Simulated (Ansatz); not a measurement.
Basis-set extrapolation for AlFH6N2Si, SMILES `N[SiH2][Al]([NH2])[F]` (PBE0-D4/def2-TZVP geometry, frozen core, the Gaussian-basis code of Ansatz). Multiplicity 1, RHF reference.

```tsv
	def2-TZVPP	def2-QZVPP
HF	-742.947075	-742.974292
MP2 correlation	-0.879577	-0.950974
CCSD(T) correlation	-0.948985	not run
```

Energies in hartree. Use E(X) = E(∞) + A·exp(−7.88·√X) for Hartree–Fock and E(X) = E(∞) + B·X^(−2.97) for correlation, with X = 3 and 4, and add CCSD(T) minus MP2 of the smaller set to the MP2 limit.

What is the CCSD(T) energy at the basis-set limit?

HF limit: -742.974292 + (-0.027217) × 0.13774 = -742.97804. MP2 limit: -0.950974 + (-0.071397) × 0.74074 = -1.00386. Higher-order term: -0.948985 − (-0.879577) = -0.06941. Total: -744.05131 hartree, 407.6 kJ/mol below CCSD(T)/def2-TZVPP.
